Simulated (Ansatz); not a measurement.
A run for Ansatz (a quantum-chemistry and plane-wave program): U-B3LYP/cc-pV(T+d)Z on PO, 2S+1 = 2, a point of a bond scan (R = 1.776 Å). Files ending in .json are basis or fitting sets from the Basis Set Exchange.

Ansatz 0.2 input:
```yaml
crystal:
  periodic: [false, false, false]
  atoms:
    - {symbol: P, position_ang: [-0.00000000, -0.00000000, -0.51471869]}
    - {symbol: O, position_ang: [0.00000000, 0.00000000, 1.26106080]}
basis:
  gaussian:
    orbitals: cc-pV_T+d_Z.json
hamiltonian:
  xc: {name: B3LYP}
magnetization: {spin_polarized: true, initial_magnetization: 1}
```

Program output:

```
WARN ansatz: RAYON_NUM_THREADS=2 ignored (pool sized by the plan → 2); use --threads N
Functional definition: B3LYP
integrals: 0.01 GiB planned
483 factors; their error is unknown
mean field: 0.18 GiB planned
mean field evaluation 1: about -11325.3613 eV, gradient 4.8e1 eV
mean field evaluation 2: about -11202.2359 eV, gradient 1.4e2 eV
mean field evaluation 4: about -11334.4512 eV, gradient 9.2e0 eV
mean field evaluation 8: about -11334.8474 eV, gradient 4.6e-2 eV
mean field evaluation 16: about -11334.8527 eV, gradient 1.5e-3 eV
mean field evaluation 32: about -11334.6732 eV, gradient 1.6e0 eV
mean field -11334.85266377 eV, -416.5481523545 hartree, gradient 7.3e-6 eV, S^2 0.755912; 2 other end points of the search recorded, 0 dependent functions left out
reference -11334.85281405 eV, -416.5481578772 hartree; 12, 11 occupied and 57, 58 virtual orbitals, 483 factors
Total energy: -11334.85281405 eV, -416.5481578772 hartree
```

The calculation finished and met its thresholds.

Cost: about 1.7 core-seconds (a rough figure).
